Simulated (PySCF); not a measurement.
H2ClFO2Si, singlet, at a GFN2-xTB geometry, with bond 6-1 at 2.4 times its length; CASSCF(10,9)/STO-3G (PySCF).

Input for PySCF:
```python
from pyscf import gto, scf, mcscf
import numpy

mol = gto.Mole()
mol.atom = '''
    O    -0.54108154    1.67173179    0.19204531
    Si   -0.21164407    0.09282210    0.19983942
    O    -1.56824979   -0.73407385   -0.00615338
    F     0.39813198   -0.24174487    1.65296986
    Cl    1.08794920   -0.49731397   -1.17341386
    H     1.06969495    3.26348312    0.52186661
    H    -2.37073220   -0.50569338    0.45694871
'''
mol.basis = 'sto-3g'
mol.verbose = 4
mol.build()

mf = scf.RHF(mol)
mf.kernel()
mc = mcscf.CASSCF(mf, 9, 10)
mc.fix_spin_(ss=0.0)
mc.kernel()
occ = numpy.linalg.eigvalsh(mc.fcisolver.make_rdm1(mc.ci, mc.ncas, mc.nelecas))[::-1]
ss = mc.fcisolver.spin_square(mc.ci, mc.ncas, mc.nelecas)[0]
print('natural occupations', occ.round(4), ' <S^2>', round(ss, 4))
```

It wrote (shortened):

```
PySCF version 2.14.0

[INPUT] verbose = 4
[INPUT] num. atoms = 7
[INPUT] num. electrons = 58
[INPUT] charge = 0
[INPUT] spin (= nelec alpha-beta = 2S) = 0
[INPUT] symmetry False subgroup None
[INPUT] Mole.unit = angstrom
[INPUT] Symbol           X                Y                Z      unit          X                Y                Z       unit  Magmom
[...]
nuclear repulsion = 318.627614089268
number of shells = 21
number of NR pGTOs = 105
number of NR cGTOs = 35
basis = sto-3g
ecp = {}

******** <class 'pyscf.scf.hf.RHF'> ********
method = RHF
initial guess = minao
damping factor = 0
level_shift factor = 0
DIIS = <class 'pyscf.scf.diis.CDIIS'>
diis_start_cycle = 1
diis_space = 8
diis_damp = 0
SCF conv_tol = 1e-09
SCF conv_tol_grad = None
SCF max_cycles = 50
direct_scf = True
direct_scf_tol = 1e-13
Set gradient conv threshold to 3.16228e-05
Initial guess from minao.
init E= -986.875494202173
[...]
cycle= 1 E= -986.447557337762  delta_E= 0.428  |g|= 0.695  |ddm|= 3.32
[...]
cycle= 2 E= -986.276724307392  delta_E= 0.171  |g|= 0.963  |ddm|= 2.95
[...]
cycle= 3 E= -986.806732019798  delta_E= -0.53  |g|= 0.119  |ddm|= 1.94
[...]
cycle= 4 E= -986.814723011611  delta_E= -0.00799  |g|= 0.0663  |ddm|= 0.304
[...]
cycle= 5 E= -986.816433696521  delta_E= -0.00171  |g|= 0.0291  |ddm|= 0.0912
[...]
cycle= 6 E= -986.816888814368  delta_E= -0.000455  |g|= 0.00412  |ddm|= 0.0587
[...]
cycle= 7 E= -986.816924007602  delta_E= -3.52e-05  |g|= 0.00313  |ddm|= 0.0177
[...]
cycle= 8 E= -986.816951804464  delta_E= -2.78e-05  |g|= 0.00185  |ddm|= 0.0188
[...]
cycle= 9 E= -986.816969319125  delta_E= -1.75e-05  |g|= 0.000909  |ddm|= 0.022
[...]
cycle= 10 E= -986.816973084036  delta_E= -3.76e-06  |g|= 0.000623  |ddm|= 0.00894
[...]
cycle= 11 E= -986.816975662013  delta_E= -2.58e-06  |g|= 0.000388  |ddm|= 0.00829
[...]
cycle= 12 E= -986.816976940848  delta_E= -1.28e-06  |g|= 0.000104  |ddm|= 0.00855
[...]
cycle= 13 E= -986.816977013697  delta_E= -7.28e-08  |g|= 1.89e-05  |ddm|= 0.00238
[...]
cycle= 14 E= -986.816977014377  delta_E= -6.8e-10  |g|= 5.92e-06  |ddm|= 0.000182
[...]
Extra cycle  E= -986.816977014405  delta_E= -2.77e-11  |g|= 3.1e-06  |ddm|= 1.48e-05
converged SCF energy = -986.816977014405

******** <class 'pyscf.mcscf.mc1step.CASSCF'> ********
CAS (5e+5e, 9o), ncore = 24, nvir = 2
max_cycle_macro = 50
max_cycle_micro = 4
conv_tol = 1e-07
conv_tol_grad = None
orbital rotation max_stepsize = 0.02
orbital rotation threshold for CI restart = 0.01
augmented hessian ah_max_cycle = 30
augmented hessian ah_conv_tol = 1e-12
augmented hessian ah_linear dependence = 1e-14
augmented hessian ah_level shift = 1e-08
augmented hessian ah_start_tol = 2.5
augmented hessian ah_start_cycle = 3
augmented hessian ah_grad_trust_region = 3
kf_trust_region = 3
kf_interval = 4
ci_response_space = 4
ci_grad_trust_region = 3
with_dep4 0
natorb = False
canonicalization = True
sorting_mo_energy = False
ao2mo_level = 2
internal_rotation = False
******** <class 'pyscf.fci.addons.SpinPenaltyFCISolver'> ********
max. cycles = 50
conv_tol = 1e-08
davidson only = True
linear dependence = 1e-12
level shift = 0.001
max iter space = 12
nroots = 1
pspace_size = 400
spin = None
CASCI E = -987.027908789220  S^2 = 0.0000000
Set conv_tol_grad to 0.000316228
macro iter   1 ( 21 JK    4 micro), CASSCF E = -987.050665782362  dE = -2.27569931e-02  S^2 = 0.0000000
               |grad[o]|=0.0951  |grad[c]|=0.0542  |ddm|=0.0996  |maxRot[o]|=  0.3
macro iter   2 ( 21 JK    4 micro), CASSCF E = -987.061651030370  dE = -1.09852480e-02  S^2 = 0.0000000
               |grad[o]|=0.0453  |grad[c]|=0.0215  |ddm|=0.0447  |maxRot[o]|=0.277
macro iter   3 ( 21 JK    4 micro), CASSCF E = -987.068709711183  dE = -7.05868081e-03  S^2 = 0.0000000
               |grad[o]|=0.0219  |grad[c]|=0.0242  |ddm|=0.047  |maxRot[o]|=0.222
macro iter   4 ( 21 JK    4 micro), CASSCF E = -987.071098238694  dE = -2.38852751e-03  S^2 = 0.0000000
[...]
               |grad[o]|=0.000622  |grad[c]|=0.00574  |ddm|=0.00118  |maxRot[o]|=0.0371
macro iter  33 ( 17 JK    4 micro), CASSCF E = -987.085550619198  dE = -5.27131998e-05  S^2 = 0.0000000
               |grad[o]|=0.000814  |grad[c]|=0.00305  |ddm|=0.000657  |maxRot[o]|=0.0247
macro iter  34 (  7 JK    2 micro), CASSCF E = -987.085572097223  dE = -2.14780247e-05  S^2 = 0.0000000
               |grad[o]|=0.000466  |grad[c]|=0.00166  |ddm|=0.00115  |maxRot[o]|=0.0244
macro iter  35 ( 15 JK    4 micro), CASSCF E = -987.085563548476  dE =  8.54874622e-06  S^2 = 0.0000000
               |grad[o]|=0.000379  |grad[c]|=0.00544  |ddm|=0.00108  |maxRot[o]|=0.0299
macro iter  36 ( 20 JK    4 micro), CASSCF E = -987.085563125410  dE =  4.23066126e-07  S^2 = 0.0000000
               |grad[o]|=0.000575  |grad[c]|=0.00209  |ddm|=0.000635  |maxRot[o]|=0.0148
macro iter  37 ( 25 JK    4 micro), CASSCF E = -987.085570664563  dE = -7.53915322e-06  S^2 = 0.0000000
               |grad[o]|=0.000309  |grad[c]|=0.000889  |ddm|=0.000357  |maxRot[o]|=0.0134
macro iter  38 (  6 JK    1 micro), CASSCF E = -987.085573969746  dE = -3.30518242e-06  S^2 = 0.0000000
               |grad[o]|=0.000161  |grad[c]|=0.0013  |ddm|=0.000613  |maxRot[o]|=0.0109
macro iter  39 ( 17 JK    4 micro), CASSCF E = -987.085573383990  dE =  5.85756084e-07  S^2 = 0.0000000
               |grad[o]|=0.000165  |grad[c]|=0.00188  |ddm|=0.00144  |maxRot[o]|=0.0229
macro iter  40 ( 21 JK    4 micro), CASSCF E = -987.085574745644  dE = -1.36165397e-06  S^2 = 0.0000000
               |grad[o]|=0.000367  |grad[c]|=0.00128  |ddm|=0.000692  |maxRot[o]|=0.00441
macro iter  41 (  5 JK    2 micro), CASSCF E = -987.085580245139  dE = -5.49949561e-06  S^2 = 0.0000000
               |grad[o]|=0.000194  |grad[c]|=0.000494  |ddm|=0.000749  |maxRot[o]|=0.0115
macro iter  42 ( 18 JK    4 micro), CASSCF E = -987.085528402967  dE =  5.18421723e-05  S^2 = 0.0000000
               |grad[o]|=0.000205  |grad[c]|=0.00711  |ddm|=0.00221  |maxRot[o]|=0.0811
macro iter  43 ( 21 JK    4 micro), CASSCF E = -987.085560594143  dE = -3.21911764e-05  S^2 = 0.0000000
               |grad[o]|=0.00113  |grad[c]|=0.00248  |ddm|=0.00102  |maxRot[o]|=0.0451
macro iter  44 ( 19 JK    4 micro), CASSCF E = -987.085565004321  dE = -4.41017789e-06  S^2 = 0.0000000
               |grad[o]|=0.000777  |grad[c]|=0.00136  |ddm|=0.000779  |maxRot[o]|=0.00751
macro iter  45 (  8 JK    2 micro), CASSCF E = -987.085565336998  dE = -3.32676564e-07  S^2 = 0.0000000
               |grad[o]|=0.000161  |grad[c]|=0.00021  |ddm|=0.000262  |maxRot[o]|=0.00255
macro iter  46 (  4 JK    1 micro), CASSCF E = -987.085565468965  dE = -1.31967568e-07  S^2 = 0.0000000
               |grad[o]|=4.09e-05  |grad[c]|=0.000299  |ddm|=0.000137  |maxRot[o]|=0.00143
macro iter  47 (  3 JK    1 micro), CASSCF E = -987.085565605591  dE = -1.36625886e-07  S^2 = 0.0000000
               |grad[o]|=4.36e-05  |grad[c]|=0.000317  |ddm|=0.000146  |maxRot[o]|=0.00159
macro iter  48 (  3 JK    1 micro), CASSCF E = -987.085565773964  dE = -1.68373049e-07  S^2 = 0.0000000
               |grad[o]|=4.41e-05  |grad[c]|=0.000355  |ddm|=0.000152  |maxRot[o]|=0.00164
macro iter  49 (  3 JK    1 micro), CASSCF E = -987.085565973748  dE = -1.99783472e-07  S^2 = 0.0000000
               |grad[o]|=4.92e-05  |grad[c]|=0.000388  |ddm|=0.000177  |maxRot[o]|=0.00184
macro iter  50 (  3 JK    1 micro), CASSCF E = -987.085566210380  dE = -2.36632218e-07  S^2 = 0.0000000
               |grad[o]|=4.9e-05  |grad[c]|=0.000423  |ddm|=0.000193  |maxRot[o]|=0.00196
1-step CASSCF not converged,  50 macro (695 JK 153 micro) steps
CASSCF canonicalization
Density matrix diagonal elements [1.98972705 1.98148363 1.96851945 1.97346123 1.25628003 0.75959435
 0.02799906 0.01907813 0.02385707]
CASSCF energy = -987.085566210380
CASCI E = -987.085566210380  E(CI) = -20.4931737267503  S^2 = 0.0000000
natural occupations [1.9951 1.9869 1.9773 1.9725 1.2519 0.7484 0.0321 0.0194 0.0164]  <S^2> 0.0
```

Convergence was not reached.
